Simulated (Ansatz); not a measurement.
Correlation energies of `CC#Cc1ccccc1` by basis set

```xyz
17

C    -0.8789    1.5597    3.4207
C    -0.5501    0.9763    2.1361
C    -0.2756    0.4905    1.0684
C     0.0487   -0.0852   -0.1916
C    -0.1615    0.6285   -1.3752
C     0.1547    0.0645   -2.5986
C     0.6844   -1.2165   -2.6633
C     0.8968   -1.9325   -1.4937
C     0.5830   -1.3748   -0.2668
H    -1.5262    2.4319    3.3008
H     0.0234    1.8812    3.9480
H    -1.3991    0.8390    4.0569
H    -0.5751    1.6282   -1.3210
H    -0.0136    0.6290   -3.5086
H     0.9311   -1.6557   -3.6229
H     1.3105   -2.9335   -1.5375
H     0.7475   -1.9305    0.6484
```

The species carries charge 0 and has multiplicity 1. All single points use the PBE0-D4/def2-TZVP geometry. Frozen core, restricted reference, Ansatz 0.2.0. CBS rows extrapolate triple and quadruple zeta; past MP2 they add the triple-zeta difference.

```json
{"basis": "def2-SVP", "HF (Eh)": "-345.17043", "MP2 corr.": "-1.16330", "CCSD corr.": "-1.21735", "(T)": "-0.05395", "CCSD(T) total": "-346.44173"}
{"basis": "def2-TZVPP", "HF (Eh)": "-345.54659", "MP2 corr.": "-1.40894", "CCSD corr.": "-1.44090", "(T)": "-0.07743", "CCSD(T) total": "-347.06492"}
{"basis": "def2-QZVPP", "HF (Eh)": "-345.56071", "MP2 corr.": "-1.49798", "CCSD corr.": "–", "(T)": "–", "CCSD(T) total": "–"}
{"basis": "CBS(def2)", "HF (Eh)": "-345.56266", "MP2 corr.": "-1.56394", "CCSD corr.": "-1.59590", "(T)": "as TZ", "CCSD(T) total": "-347.23599"}
```
